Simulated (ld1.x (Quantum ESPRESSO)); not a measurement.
Ranking PAW potentials for O

All share these settings but for the change named:

* Element: O (Z = 8)
* Generator: ld1.x (Quantum ESPRESSO) 7.5
* Type: PAW
* Functional: Wu–Cohen
* Relativity: non-relativistic
* Frozen core: [He]
* Valence charge: 6
* Reference configuration: 2s2 2p3.5 (charge +0.5)
* Partial waves: 2s (bound): rcut 0.80, rcutus 1.00 bohr; 2s channel at 0.6 Ry: rcut 0.80, rcutus 1.00 bohr; 2p (bound): rcut 1.25, rcutus 1.50 bohr; 2p channel at -0.1 Ry: rcut 1.25, rcutus 1.50 bohr; 3d channel at -0.15 Ry: rcut 0.90, rcutus 1.25 bohr; 3d channel at 0.95 Ry: rcut 0.90, rcutus 1.25 bohr
* Local potential: all-electron potential smoothed inside 1.10 bohr (lloc = -2)
* Core correction: Bessel-smoothed model core, default radius (core density twice the valence density)
* Augmentation charge: PSQ, radius 0.85 bohr

Test errors are all-electron minus pseudo excitation energies from the reference, over 2s2 2p4; 2s2 2p3; 2s2 2p2; 2s2 2p4.3; 2s2 2p1; 2s0 2p6; 2s2 2p0. None of these files shows a bound ghost.

The base gives 9.4 meV.

Of 8 variants that were run, those that failed, showed a ghost or another fault, or gave nearly equal values are left out.

A variant can come out equal or close to the base, since the largest error may sit in a test that the change hardly touches while other tests move.

(1) Rank these variants by their largest absolute test error, smallest first.
A. scalar-relativistic
B. waves 3d channel at -0.15 Ry: rcut 0.90, rcutus 1.22 bohr; 3d channel at 0.95 Ry: rcut 0.90, rcutus 1.22 bohr
C. waves 2s (bound): rcut 0.80, rcutus 1.30 bohr; 2s channel at 0.6 Ry: rcut 0.80, rcutus 1.30 bohr

Answers

(1) B (9.4 meV), A (11.3 meV), C (65.4 meV).
